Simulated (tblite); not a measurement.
Species: C₄H₆F₄O.
Atom-mapped SMILES: `[OH:1][CH2:2][C@H:3]([F:4])[CH2:5][C:6]([F:7])([F:8])[F:9]` (hydrogens: H10 on O1; H11, H12 on C2; H13 on C3; H14, H15 on C5)

Computed with GFN2-xTB (tblite), gas phase: nudged elastic band of 9 images (0 to 8), spring 0.2 eV/Å², climbing image at the end, force threshold 0.05 eV/Å. No saddle search or frequency run followed, so the top image need not be a first-order saddle, and its height can exceed the method's true barrier by a kcal/mol or more.

The band describes a rotation about C5–C6 (chain CH2 carbon, CF3 carbon), followed by the dihedral C3–C5–C6–F7, from the optimised start (180°) to a second optimised geometry at -61°.

Q: Give the energy profile along the converged band.

A: 
| image | dihedral (°) | E (kcal/mol) | C5–C6 (Å) | C3···F7 (Å) | largest true force (eV/Å) |
| --- | --- | --- | --- | --- | --- |
| 0 | 180 | 0.00 | 1.513 | 3.71 | 0.01 |
| 1 | -165 | 0.37 | 1.516 | 3.70 | 0.05 |
| 2 | -150 | 1.13 | 1.520 | 3.66 | 0.05 |
| 3 | -135 | 1.80 | 1.523 | 3.60 | 0.04 |
| 4 | -120 | 1.97 | 1.524 | 3.50 | 0.04 |
| 5 | -104 | 1.58 | 1.522 | 3.36 | 0.05 |
| 6 | -89 | 0.90 | 1.518 | 3.20 | 0.04 |
| 7 | -74 | 0.28 | 1.514 | 3.04 | 0.04 |
| 8 | -61 | 0.00 | 1.513 | 2.92 | 0.01 |

Barriers of this band. The top is image 4 at -120°: 2.0 kcal/mol in either direction, as the ends lie within 0.002 eV of each other. The central bond is 0.011 Å longer at the top than at the start.

Q: What rate follows at 350 K for crossing this barrier forward?

A: Taking the electronic barrier for the free energy of activation (no zero-point or entropy terms, transmission 1), rate = (kT/h)·exp(−ΔE/kT) ≈ 4 × 10^11 s⁻¹, whose inverse is 2 × 10^-12 s. An error of 1 kcal/mol in the barrier changes this by a factor of 4, and the method and the loose band can each miss by that much or more. The barrier is only 2.8 kT, where transition-state theory is rough.

Q: How long is the path, and how are the images spaced?

A: Cartesian distances between aligned neighbours (all atoms, Å): 0.54, 0.52, 0.52, 0.51, 0.52, 0.51, 0.51, 0.51; the sum is 4.15 Å, and the top lies 50 % of the way along.

The cost below is that of the whole band run. Cost: about 6 s of CPU time on one thread; the machine was shared, so the figure is rough.
